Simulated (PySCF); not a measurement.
From one molecule to another.

First species: C7H7FO.
InChI=1S/C7H7FO/c8-5-6-1-3-7(9)4-2-6/h1-4,9H,5H2

Second species: C₇H₁₀.
SMILES with atom numbers: `[CH2:1]=[C:2]1[CH2:3][CH2:4]/[C:5]1=[CH:6]/[CH3:7]` (hydrogens: H8, H9 on C1; H10, H11 on C3; H12, H13 on C4; H14 on C6; H15, H16, H17 on C7)

Structure used (PBE0-D3(BJ)/def2-SVP), in Å, numbered top down from 1:
```
atom  x, y, z in Å
C1    -0.2207    2.3812    0.1024
C2    -0.7255    1.1474   -0.0083
C3    -2.1532    0.6272   -0.0590
C4    -1.5887   -0.7928   -0.3316
C5    -0.1883   -0.2186   -0.1907
C6     1.0253   -0.7873   -0.1958
C7     2.3275   -0.0892    0.0040
H8    -0.8845    3.2435    0.2109
H9     0.8530    2.5774    0.0766
H10   -2.7732    1.0541   -0.8623
H11   -2.7015    0.7241    0.8910
H12   -1.8570   -1.5579    0.4133
H13   -1.8201   -1.1881   -1.3331
H14    1.0674   -1.8713   -0.3603
H15    2.9681   -0.6435    0.7088
H16    2.1953    0.9287    0.3931
H17    2.8931   -0.0186   -0.9418
```

Levels: wB97X-D/def2-SVPD for dipole moment, HOMO energy, LUMO energy, HOMO–LUMO gap, static isotropic polarisability and electronic spatial extent ⟨r²⟩ about the centre of nuclear charge; TDDFT wB97X-D/def2-SVPD for lowest singlet excitation; PBE0-D3(BJ)/def2-SVP for rotational constant A and rotational constant C. Geometries: PBE0-D3(BJ)/def2-SVP. Each species is one conformer at its optimised geometry, gas phase, non-relativistic unless stated. Electronic properties by PySCF.

Dipoles, sizes and rotational constants follow the conformer. The torsions of the flexible species, by atom-mapped SMILES:
- `[OH:1][c:2]1[cH:3][cH:4][c:5]([CH2:6][F:7])[cH:8][cH:9]1`: C4–C5–C6–F7 180°, H–O1–C2–C3 0°

(1) Which has the higher LUMO energy?

(2) Which has the higher ⟨r²⟩?

(3) Which has the higher dipole moment?

(4) Which of the two has the higher rotational constant A, and by how much?

(5) Which has the higher S1 energy?

(6) Which has the higher HOMO energy?

(7) Which has the higher HOMO–LUMO gap?

(8) Which of the two has the higher rotational constant C, and by how much?

## Answers

(1) The first: 1.24 eV against 0.80 eV, a difference of 0.44 eV.

(2) The first: 1348 bohr² against 846 bohr², a difference of 502 bohr².

(3) The first: 2.88 D against 0.36 D, a difference of 2.52 D.

(4) The first: 4.754 GHz against 4.139 GHz, a difference of 0.615 GHz.

(5) The second: 5.18 eV against 5.08 eV, a difference of 0.10 eV.

(6) The second: -8.06 eV against -8.28 eV, a difference of 0.22 eV.

(7) The first: 9.52 eV against 8.86 eV, a difference of 0.66 eV.

(8) The second: 1.496 GHz against 0.788 GHz, a difference of 0.708 GHz.

On the first: In atomic units the dipole is 1.13 e·bohr (1 au = 2.5417 D). No computed singlet falls in the visible range (750 to 380 nm, 1.65 to 3.26 eV); S1 lies 1.82 eV above its blue end.

On the second: In atomic units the dipole is 0.14 e·bohr (1 au = 2.5417 D). S1 lies 3.68 eV below the HOMO–LUMO gap; its leading configuration is HOMO→LUMO, weight 0.98.
